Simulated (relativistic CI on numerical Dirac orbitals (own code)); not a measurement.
**Energy levels of Kr XVII**

Computed by Dirac-Coulomb-Breit CI, KLI orbitals optimised for each configuration, a model potential for QED, unscaled Slater integrals (own radial code, finite nucleus).

Configurations in the expansion (outside the closed core [Ne]): 3s2.3p6.3d2, 3s2.3p5.3d3, 3s.3p6.3d3, 3s2.3p6.3d.4s, 3s2.3p6.3d.4p, 3s2.3p6.3d.4d, 3s2.3p6.3d.4f, 3s2.3p5.3d2.4s, 3s2.3p6.4s2, 3s2.3p5.3d2.4p, 3s2.3p6.4s.4p, 3s2.3p6.3d.5s, 3p6.3d4, 3p5.3d5. Double excitations out of closed p, d and f shells are left out; levels of such configurations are missing from the list, as are those of other unlisted configurations, and high levels can miss mixing partners. These lack a partner that the ground configuration has and come out too high: 3s2.3p5.3d2.4s, 3s2.3p5.3d2.4p.

The lowest level is 3s2.3p6.3d2 3F_2, with 96 % of that term; Hund's rules for 3s2.3p6.3d2 give 3F with J = 2, in agreement.

```
No.  Configuration  Term  J   E (eV)    %  Landé g
  1    3s2.3p6.3d2    3F  2    0.000   96    0.676
  2    3s2.3p6.3d2    3F  3    1.310  100    1.082
  3    3s2.3p6.3d2    3F  4    2.664   98    1.245
  4    3s2.3p6.3d2    1D  2    5.690   65    1.146
  5    3s2.3p6.3d2    3P  0    5.966   98         
  6    3s2.3p6.3d2    3P  1    6.565  100    1.499
  7    3s2.3p6.3d2    3P  2    7.957   68    1.339
  8    3s2.3p6.3d2    1G  4    8.996   98    1.002
  9    3s2.3p6.3d2    1S  0   20.089   98         
 10    3p5.3d3(4F)   5D°  2   92.098   61    1.305
 11    3p5.3d3(4F)   5D°  1   92.268   77    1.188
 12    3p5.3d3(4F)   5D°  3   92.286   52    1.370
 13    3p5.3d3(4F)   5D°  0   92.564   99         
 14    3p5.3d3(4P)   5S°  2   92.740   93    1.978
 15    3p5.3d3(4F)   5D°  4   92.905   47    1.404
 16    3p5.3d3(4F)   5F°  5   94.609   72    1.360
 17    3p5.3d3(4F)   5F°  1   95.252   65    0.380
 18    3p5.3d3(4F)   5F°  2   95.447   38    1.073
 19    3p5.3d3(4P)   5D°  4   95.538   44    1.360
 20    3p5.3d3(4P)   5D°  3   95.618   37    1.267
 21    3p5.3d3(4F)   5G°  6   96.885   97    1.327
 22    3p5.3d3(4F)   5G°  5   98.515   60    1.282
 23    3p5.3d3(2G)   3F°  2   99.015   65    0.730
 24    3p5.3d3(4F)   5G°  4   99.120   42    1.148
 25    3p5.3d3(4F)   3G°  3   99.396   55    0.862
 26    3p5.3d3(2G)   3F°  3  100.288   49    1.109
 27    3p5.3d3(2P)   3P°  2  100.666   58    1.339
 28    3p5.3d3(2G)   3F°  4  101.029   43    1.218
 29    3p5.3d3(2D)   3P°  1  101.679   69    1.310
 30    3p5.3d3(2D)   3D°  3  101.735   82    1.323
 31    3p5.3d3(2G)   3G°  5  102.400   66    1.151
 32    3p5.3d3(2G)   1G°  4  102.689   39    1.026
 33    3p5.3d3(4F)   5G°  2  102.731   65    0.521
 34    3p5.3d3(2G)   3H°  6  103.133   73    1.134
 35    3p5.3d3(2P)   3D°  2  103.319   47    1.192
 36    3p5.3d3(2D)   3P°  0  103.604   93         
 37    3p5.3d3(2D)   3D°  1  104.277   59    0.723
 38    3p5.3d3(2H)   3I°  7  104.454  100    1.141
 39    3p5.3d3(2H)   3G°  3  104.540   38    0.970
 40    3p5.3d3(4P)   3P°  0  105.075   47         
 41    3p5.3d3(2P)   3D°  3  105.199   46    1.233
 42    3p5.3d3(2G)   3H°  5  105.549   60    1.060
 43    3p5.3d3(2D)   3F°  4  105.710   74    1.208
 44    3p5.3d3(2H)   3I°  6  105.910   59    1.063
 45    3p5.3d3(4P)   5D°  1  106.248   32    1.754
 46    3p5.3d3(4P)   5P°  3  106.602   54    1.464
 47    3p5.3d3(2D)   3F°  4  106.709   39    1.104
 48    3p5.3d3(4P)   5D°  2  106.804   43    1.504
 49    3p5.3d3(2D)   3F°  3  107.448   36    1.225
 50    3p5.3d3(2F)   3D°  2  107.695   51    1.223
 51    3p5.3d3(2H)   3I°  5  108.233   63    0.920
 52    3p5.3d3(2G)   3G°  3  108.292   53    0.916
 53    3p5.3d3(2G)   3H°  4  108.576   29    1.099
 54    3p5.3d3(4P)   3D°  1  108.651   64    0.931
 55    3p5.3d3(2D)   3F°  2  108.990   43    0.933
 56    3p5.3d3(2H)   3H°  6  109.320   55    1.091
 57    3p5.3d3(4P)   5D°  3  109.882   55    1.389
 58    3p5.3d3(4P)   5D°  0  109.914   59         
 59    3p5.3d3(2P)   3S°  1  110.064   23    1.530
 60    3p5.3d3(4F)   5D°  4  110.090   50    1.246
 61    3p5.3d3(2P)   3D°  2  110.559   29    1.289
 62    3p5.3d3(2G)   3G°  5  111.014   53    1.126
 63    3p5.3d3(2D)   3F°  4  111.268   44    1.131
 64    3p5.3d3(2D)   3P°  1  112.140   27    1.513
 65    3p5.3d3(4P)   5P°  2  112.652   33    1.413
 66    3p5.3d3(2F)   3G°  5  112.869   81    1.155
 67    3p5.3d3(2F)   3F°  3  112.914   27    1.026
 68    3p5.3d3(2D)   3D°  2  113.511   34    1.163
 69    3p5.3d3(2D)   3F°  4  113.543   38    1.090
 70    3p5.3d3(2D)   3P°  0  113.602   65
```

Energies count from the lowest computed level; ° marks odd parity. Percentages are summed over parent terms; the parents shown are those of the largest component, closed shells are left out there.

The mean weight of the leading LS term, summed over parents, in these 70 levels is 60 %, and that of the leading jj configuration (from the same eigenvectors) 52 %.

At this charge energies of transitions that change n are usually good to better than 1 %, and those within a shell (Δn = 0) to a few per cent. Terms inside the open d or f shell come out 10 to 20 % too wide with unscaled integrals.

Landé's interval rule says that E(J) − E(J−1) = AJ with one A. For the ground term the intervals give A = 3521.7, 2729.8 cm⁻¹ for J = 3, 4; the multiplet is regular.

LS names give the leading component of a level, which can be under half, so a name can repeat, a term be missing and a line seem to break the LS rules.
